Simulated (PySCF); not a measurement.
# `ClC[C@H]1CC[C@H]1Br`, C$_{5}$H$_{8}$BrCl

Geometry:
| atom | x (Å) | y (Å) | z (Å) |
| --- | --- | --- | --- |
| Cl1 | 1.999 | -1.613 | 1.576 |
| C2 | 1.579 | -0.245 | 0.510 |
| C3 | 0.346 | -0.589 | -0.302 |
| C4 | -0.950 | -0.642 | 0.534 |
| C5 | -1.364 | 0.729 | -0.024 |
| C6 | -0.266 | 0.592 | -1.079 |
| Br7 | 0.861 | 2.160 | -1.381 |
| H8 | 1.406 | 0.619 | 1.153 |
| H9 | 2.441 | -0.060 | -0.132 |
| H10 | 0.549 | -1.470 | -0.914 |
| H11 | -0.798 | -0.695 | 1.609 |
| H12 | -1.615 | -1.445 | 0.228 |
| H13 | -2.377 | 0.816 | -0.410 |
| H14 | -1.182 | 1.543 | 0.673 |
| H15 | -0.634 | 0.307 | -2.063 |

Method used: PySCF 2.14.0, TDDFT wB97X-D/def2-SVPD circular dichroism and optical rotation, one conformer, gas phase. Geometry: GFN2-xTB.

The molecule is flexible and this is one conformer; a measurement averages over conformers. The calculation is non-relativistic, which matters for the atoms heavier than Zn.

(1) Assign R or S to each stereocentre.

(2) Which excitations and rotatory strengths does the calculation give?

Answers

(1) C3 R, C6 R.

(2) Rotatory strengths R in 10⁻⁴⁰ esu² cm², velocity form and length form (origin at the centre of mass); f in length form.
```tsv
state	E (eV)	λ (nm)	f	R (velocity)	R (length)	main
1	6.18	201	0.002	+0.8	+0.5	HOMO→LUMO 0.61, HOMO−1→LUMO 0.27
2	6.22	199	0.0008	+0.1	0.0	HOMO−1→LUMO 0.59, HOMO→LUMO 0.25
3	7.51	165	0.006	+1.4	+0.6	HOMO→LUMO+1 0.35, HOMO−3→LUMO+2 0.12
4	7.52	165	0.002	+2.3	+2.7	HOMO−1→LUMO+1 0.25, HOMO−2→LUMO+1 0.21
5	7.78	159	0.066	-15.3	-14.5	HOMO→LUMO+1 0.33, HOMO−1→LUMO+1 0.27
6	7.88	157	0.078	+0.9	+1.1	HOMO−1→LUMO+1 0.27, HOMO−3→LUMO+1 0.23
7	8.14	152	0.044	+11.6	+12.4	HOMO−5→LUMO 0.37, HOMO−3→LUMO 0.22
8	8.24	150	0.105	+20.7	+20.7	HOMO−4→LUMO 0.46, HOMO→LUMO+3 0.32
```

Among the states computed, the strongest CD band (largest |R|) is state 8. The largest dissymmetry factor in size, g = 4R/(D+G), with D and G the electric and magnetic dipole strengths, is +0.014 for state 4 (velocity form, f = 0.002), among bands with |R| over 0.5. The mirror image has the same energies and oscillator strengths and all R with the opposite sign.
